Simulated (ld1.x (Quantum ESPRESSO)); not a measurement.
**Cd: one change to a PAW potential, before and after**

- Element: Cd
- Generator: ld1.x (Quantum ESPRESSO) 7.5
- Type: PAW
- Functional: PBEsol
- Relativity: scalar-relativistic
- Frozen core: [Kr]
- Valence charge: 12
- Reference configuration: 4d10 5s2 5p0
- Partial waves: 5s (bound): rcut 1.70, rcutus 2.05 bohr; 5s channel at 1.85 Ry: rcut 1.70, rcutus 2.05 bohr; 5p (bound, empty): rcut 2.90, rcutus 3.20 bohr; 5p channel at 0.65 Ry: rcut 2.90, rcutus 3.20 bohr; 4d (bound): rcut 2.05, rcutus 2.15 bohr; 4d channel at 0.85 Ry: rcut 2.05, rcutus 2.15 bohr
- Local potential: all-electron potential smoothed inside 2.30 bohr (lloc = -2)
- Core correction: Bessel-smoothed model core inside 1.60 bohr
- Augmentation charge: PSQ, radius 1.45 bohr

Change: wave 5s channel at 1.85 Ry: rcut 1.70, rcutus 2.05 bohr becomes 5s channel at 7.07 Ry: rcut 1.70, rcutus 2.05 bohr.

Cutoffs: the cutoffs (Ry, on a coarse ladder) from which the occupation-weighted sum of valence levels, in a spherical-Bessel basis at the reference potential, stays within 10 and 1 mRy of its value at 400 Ry; they do not see the model core or the augmentation charge, which bear on the density cutoff. Errors are all-electron minus pseudo energies relative to the spin-unpolarised reference configuration.

**Question.** How do hardness, ghosts and transferability respond?

**Answer.** The potential gets neither clearly harder nor softer (25 Ry and 40 Ry → 25 Ry and 40 Ry); the d channel sets the loose cutoff, while the largest relative change is in s, which becomes harder; the errors of the 6 common tests hardly move; neither file shows a bound ghost at the reference potential, the only one tested.

```csv
quantity,base,changed
"cutoff, loose",25 Ry,25 Ry
"cutoff, tight",40 Ry,40 Ry
loose cutoff by channel (10 mRy a level),"s 6 Ry, d 18 Ry","s 8 Ry, d 18 Ry"
bound ghosts,none,none
"tests counted (converged, no solver errors)",6 of 7,6 of 7
"error for 4d10 5s1 5p0, meV [ΔE 9.31 eV]",-2.9,-2.8
"error for 4d10 5s0 5p0, meV [ΔE 26.40 eV]",-12,-12
"error for 4d10 5s1 5p1, meV [ΔE 4.73 eV]",-1.2,-1.2
"error for 4d10 5s0 5p1, meV [ΔE 15.16 eV]",-5.3,-5.3
"error for 4d10 5s0 5p2, meV [ΔE 9.77 eV]",-3.2,-3.2
"error for 4d9 5s2 5p0, meV [ΔE 17.97 eV]",-74,-69
s: phases at 3.48 bohr within 0.05 rad from the reference energy up to (Ry; the scan ends near 5),4.8,to the end of the scan
p: phases at 3.48 bohr within 0.05 rad from the reference energy up to (Ry; the scan ends near 5),2.4,2.4
d: phases at 3.48 bohr within 0.05 rad from the reference energy up to (Ry; the scan ends near 5),4.4,4.4
lowest overlap eigenvalue by channel,"s 0.50, p 0.63, d 0.11","s 0.83, p 0.63, d 0.11"
```

Base: Tests not counted: 4d9 5s0 5p0 (solver errors, printed error -817 eV). Changed file: Tests not counted: 4d9 5s0 5p0 (solver errors, printed error -817 eV).
